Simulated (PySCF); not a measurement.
Computed IR spectrum (relative IR intensity) of a molecule C₂H₇ClOSi₂. Coordinates come from a PBE0-D3(BJ)/def2-SVP optimisation. One conformer was computed; it need not be the lowest. Method: PBE0-D3(BJ)/def2-SVP in PySCF 2.14.0. Frequencies are harmonic and unscaled.

Lines under 2 % of the strongest are left out, and lines within 2 cm⁻¹ are merged.

```tsv
ν (cm⁻¹)	relative intensity
212	4.0
240	3.0
289	15
323	26
376	6.7
488	3.6
567	27
623	19
652	12
746	11
780	30
814	40
837	33
877	100
921	93
929	5.9
936	14
946	15
1020	8.0
1152	11
1428	9.6
1663	8.2
2226	31
2235	31
2242	28
2299	34
3115	5.0
3924	38
```

**Question.** Identify the compound among the candidates.
A) Cl[Si@@H]1CC[SiH2]O1
B) O[Si]1(Cl)C[SiH2]C1
C) C[C@@H]1[SiH2]O[Si@H]1Cl
D) C=C([SiH3])[Si@H](O)Cl

**Answer.** D, C=C([SiH3])[Si@H](O)Cl
